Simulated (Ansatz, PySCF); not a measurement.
Constitutional and geometric isomers with formula C2H2BN. Gas-phase values, no solvent. Strings in code marks are SMILES.

Quantity: vertical ionisation energy (energy after one electron is removed minus that of the parent at the parent's geometry), in eV.

Level 1: frozen-core MP2/cc-pVTZ // B3LYP-D3(BJ)/def2-TZVP (Ansatz, a program for electronic structure)
Level 2: B3LYP/6-31G* // B3LYP-D3(BJ)/def2-TZVP (PySCF)
Level 3: PBE/6-31G* // B3LYP-D3(BJ)/def2-TZVP (PySCF)
Level 4: minus the HOMO energy of SVWN5/6-31G* // B3LYP-D3(BJ)/def2-TZVP (PySCF)

```tsv
species	level 1	level 2	level 3	level 4
`B=NC#C`	9.95	9.29	9.32	6.01
```
